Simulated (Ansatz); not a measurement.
AsH$_{4}$NTe (`N[AsH][TeH]`). The species carries charge 0 and has multiplicity 1. Te: def2 effective core potential.

Cartesian coordinates in Å:
```
N 0.596 -0.460 1.216
As 1.092 0.448 -0.306
Te -0.609 -0.230 -2.173
H 0.937 -1.412 1.207
H -0.397 -0.470 1.408
H 0.307 1.700 0.052
H -1.927 0.423 -1.405
```

Question: What are the harmonic wavenumbers in cm⁻¹ at PBE0-D4/def2-TZVP (Ansatz, finite differences of forces, unscaled)? (Estimate.)

Answer: The calculation gave: 154, 184, 217, 285, 520, 595, 655, 722, 803, 1014, 1590, 2141, 2223, 3545, 3645.

Question: Is this a minimum?

Answer: Yes, all 15 modes are real.

Question: Give the ideal-gas thermochemistry at 298.15 K and 1 bar (rigid rotor, harmonic oscillator; point group C1, symmetry number 1).

Answer: Zero-point energy 109.4 kJ/mol; H(298) − E = 127.0 kJ/mol; entropy 334.6 J/(mol·K), of which translation 176.2, rotation 114.9, vibration 43.5; G(298) − E = 27.2 kJ/mol.

Question: And at 400, 500, 600, 800 and 1000 K?

Answer: 
```
T (K)  H − E (kJ/mol)  S (J/mol/K)  G − E (kJ/mol)
  400           136.2        361.1            -8.2
  500           146.2        383.4           -45.5
  600           157.0        403.0           -84.8
  800           180.0        436.1          -168.8
 1000           204.9        463.8          -258.9
```
